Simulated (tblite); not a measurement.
Computed with GFN2-xTB (tblite): harmonic, unscaled wavenumbers at the GFN2-xTB geometry, gas phase. Against measured fundamentals such values can be off by several per cent, at times by over 20. Modes of hydrogen on boron and germanium can be 10 to 20 % off. One conformer each. Thermal functions are those of the rigid rotor and harmonic oscillator, without mixing of conformers.

**Question.** Order these by their heat capacity Cp at 500 K, highest first (J/(mol K)).
A. `CC[C@@H]1C[O][Ge@H]([CH3])[O]1`
B. `C=CC1=[O+][BH2-]OC=C1`
C. `CCC[C]1=CC=[CH][GeH2]1`
D. `c1cncpc1`
E. `Fc1ccc2ccccn12`

**Answer.** A (249.6), C (246.8), E (208.9), B (195.9), D (130.1).

```tsv
SMILES	atoms	mass (u)	symmetry number	modes under 300 cm⁻¹	ZPE (kJ/mol)	S translation (J/(mol K))	S rotation	S vibration	S	Cp
CC[C@@H]1C[O][Ge@H]([CH3])[O]1	20	178.00	1	8	421.2	184.2	129.2	228.8	542.3	249.6
CCC[C]1=CC=[CH][GeH2]1	20	170.02	1	7	422.6	183.7	130.6	206.0	520.2	246.8
Fc1ccc2ccccn12	16	135.05	1	3	309.2	180.8	127.7	132.1	440.6	208.9
C=CC1=[O+][BH2-]OC=C1	15	110.05	1	4	287.6	178.2	123.3	151.9	453.4	195.9
c1cncpc1	10	97.01	1	1	182.6	176.7	117.1	67.2	360.9	130.1
```

Entropies and Cp are for 500 K and 1 bar.
